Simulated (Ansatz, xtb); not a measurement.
# Relaxing a trial structure of ClFGeH2Si+

The starting geometry of this gas-phase doublet has its atoms placed at random.

```xyz
6

Cl    0.9246    0.0879   -1.5056
F     0.5419   -1.2256   -1.6231
Ge   -1.8058    0.9646   -0.2484
Si    1.2879   -1.1802    0.9983
H     0.7268   -2.0219   -0.1151
H    -0.2525    1.4052    0.2828
```

Task: One run relaxed it with r2SCAN-D4/def2-SVP. What is a likely outcome?

Result: It ends as a structure with Cl1 bridging Si4 and Ge3, given below by its coordinates. Distances that change by over a tenth: Cl1–Ge3 (3.13 → 2.57 Å). Contacts that open: Cl1–F2 (1.37 → 3.07 Å). Contacts that close: Cl1–Si4 (2.83 → 2.14 Å), F2–Si4 (2.73 → 1.59 Å), Ge3–Si4 (3.97 → 2.38 Å).

The energy falls by 10.63 eV over 40 steps:

```tsv
step	E − E(last) (eV)
1	10.632
5	6.948
10	5.422
14	4.553
18	1.166
23	0.245
27	0.233
31	0.198
36	0.013
40	0.000
```

Final geometry (Å):

```xyz
6

Cl    1.8159    0.3615   -0.3627
F    -0.0770   -1.4204   -2.0032
Ge   -0.5208    0.7240    0.6369
Si    0.3504   -1.1867   -0.4868
H     0.7541   -2.4091    0.2264
H    -0.8998    1.9607   -0.2217
```

From the same start GFN2-xTB ends elsewhere, differing in Cl1–Ge3 (4.11 against 2.57 Å here), F2–Ge3 (1.80 against 3.43 Å here), F2–Si4 (2.81 against 1.59 Å here).

From so rough a start the end depends on the optimiser's path, so another program may land elsewhere. The end wasn't checked by frequencies. Open shells are spin-unrestricted. Run with Ansatz 0.2.0, 2.1 min on 2 threads of Intel(R) Xeon(R) 6975P-C (Granite Rapids) (shared host).
